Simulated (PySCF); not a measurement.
C$_{2}$H$_{7}$O, charge +1, singlet, at a GFN2-xTB geometry; CISD/6-311G** run with PySCF.

Input for PySCF:
```python
from pyscf import gto, scf, ci

mol = gto.Mole()
mol.atom = '''
    C     1.229002   -0.376044   -0.006615
    C     0.082470    0.601032   -0.001554
    O    -1.187187   -0.179769   -0.072140
    H    -1.974657    0.385114    0.075086
    H     0.076743    1.220246    0.897416
    H     0.082282    1.229470   -0.893188
    H     2.164696    0.175836   -0.029370
    H     1.232477   -0.994834    0.888186
    H     1.195690   -1.010221   -0.888520
    H    -1.148565   -0.917390    0.576526
'''
mol.basis = '6-311g**'
mol.charge = 1
mol.spin = 0
mol.verbose = 4
mol.build()

mf = scf.RHF(mol)
mf.kernel()

myci = ci.CISD(mf)
myci.kernel()
print('E(CISD) = %.10f' % myci.e_tot)
mf.analyze()
```

**Question.** What does PySCF print? Leave out banner, timings and long lists.

**Answer.** 
```
PySCF version 2.14.0

[INPUT] verbose = 4
[INPUT] num. atoms = 10
[INPUT] num. electrons = 26
[INPUT] charge = 1
[INPUT] spin (= nelec alpha-beta = 2S) = 0
[INPUT] symmetry False subgroup None
[INPUT] Mole.unit = angstrom
[INPUT] Symbol           X                Y                Z      unit          X                Y                Z       unit  Magmom
[...]
nuclear repulsion = 89.0308127272613
number of shells = 52
number of NR pGTOs = 149
number of NR cGTOs = 96
basis = 6-311g**
ecp = {}

******** <class 'pyscf.scf.hf.RHF'> ********
method = RHF
initial guess = minao
damping factor = 0
level_shift factor = 0
DIIS = <class 'pyscf.scf.diis.CDIIS'>
diis_start_cycle = 1
diis_space = 8
diis_damp = 0
SCF conv_tol = 1e-09
SCF conv_tol_grad = None
SCF max_cycles = 50
direct_scf = True
direct_scf_tol = 1e-13
Set gradient conv threshold to 3.16228e-05
Initial guess from minao.
init E= -155.076358800284
[...]
cycle= 1 E= -154.370471879776  delta_E= 0.706  |g|= 0.459  |ddm|= 1.98
[...]
cycle= 2 E= -154.431788719581  delta_E= -0.0613  |g|= 0.156  |ddm|= 0.48
[...]
cycle= 3 E= -154.437469333486  delta_E= -0.00568  |g|= 0.0408  |ddm|= 0.129
[...]
cycle= 4 E= -154.438048487432  delta_E= -0.000579  |g|= 0.00776  |ddm|= 0.0445
[...]
cycle= 5 E= -154.438074178593  delta_E= -2.57e-05  |g|= 0.00254  |ddm|= 0.0095
[...]
cycle= 6 E= -154.438076713118  delta_E= -2.53e-06  |g|= 0.00109  |ddm|= 0.00283
[...]
cycle= 7 E= -154.43807705783  delta_E= -3.45e-07  |g|= 0.00022  |ddm|= 0.000913
[...]
cycle= 8 E= -154.438077088548  delta_E= -3.07e-08  |g|= 3.6e-05  |ddm|= 0.000387
[...]
cycle= 9 E= -154.438077089274  delta_E= -7.26e-10  |g|= 7.89e-06  |ddm|= 5.94e-05
[...]
Extra cycle  E= -154.438077089311  delta_E= -3.67e-11  |g|= 3.37e-06  |ddm|= 1.08e-05
converged SCF energy = -154.438077089311

******** <class 'pyscf.ci.cisd.RCISD'> ********
CISD nocc = 13, nmo = 96
max_cycle = 50
direct = 0
conv_tol = 1e-09
max_cycle = 50
max_space = 12
lindep = 0
nroots = 1
Init t2, MP2 energy = -0.565415258101338
RCISD converged
E(RCISD) = -154.9724999700874  E_corr = -0.5344228807766198
E(CISD) = -154.9724999701
**** SCF Summaries ****
Total Energy =                        -154.438077089310809
Nuclear Repulsion Energy =              89.030812727261292
One-electron Energy =                 -379.073860199058515
Two-electron Energy =                  135.604970382486414
Two-electron Coulomb Energy =          156.469187795284626
DFT Exchange-Correlation Energy =      -20.864217412798212
HOMO-LUMO gap [eV] =                    16.809773956264710
**** MO energy ****
[...]
 ** Mulliken pop on meta-lowdin orthogonal AOs  **
 ** Mulliken pop  **
 ** Mulliken atomic charges  **
charge of    0C =     -0.29679
charge of    1C =      0.08577
charge of    2O =     -0.33280
charge of    3H =      0.42703
charge of    4H =      0.13840
charge of    5H =      0.15368
charge of    6H =      0.15338
charge of    7H =      0.11558
charge of    8H =      0.13174
charge of    9H =      0.42400

WARN: System has nonzero charge 1; the dipole moment is origin-dependent.
Location of origin: [0. 0. 0.]

Dipole moment(X, Y, Z, Debye): -3.19451,  0.45176,  1.41651
```
